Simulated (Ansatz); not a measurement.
Coupled-cluster diagnostics for GeH2Me(vinyl) (C₃H₈Ge), Ansatz.

Geometry of the singlet (r2SCAN-D4/def2-SVP):

```xyz
12

C    -0.246    0.872   -1.788
C     0.263    0.079    1.268
C     1.061   -0.826    1.851
Ge   -0.804   -0.285   -0.313
H    -0.609   -1.767   -0.683
H    -2.294   -0.030   -0.011
H    -0.856    0.683   -2.684
H     0.811    0.691   -2.036
H    -0.361    1.930   -1.508
H     0.220    1.091    1.698
H     1.147   -1.852    1.472
H     1.667   -0.587    2.735
```

Correlated methods freeze 12 core orbitals; core or outer-core shells of Ge are correlated, in sets that lack core-valence functions.

(1) Estimate the CCSD(T) correlation energy, the shares of MP2 and (T), T1 and the reference's ⟨S²⟩ for: charge 0, singlet, own geometry in def2-SVP; and the rough time on 2 threads of Arm Neoverse V1 on a shared host.

Results:

(1) 
```csv
state,basis,correlation (eV),MP2 share (%),(T) share (%),T1,⟨S²⟩ (pure),wall time,remarks
"charge 0, singlet, own geometry",def2-SVP,-19.564,90.5,3.1,0.010,0.00 (0.00),15 s,restricted SCF unstable
```
Customary marks for T1 are 0.02 (closed shells), 0.045 (open shells) and about 0.05 (3d metals). T1 stays under 0.02 throughout.
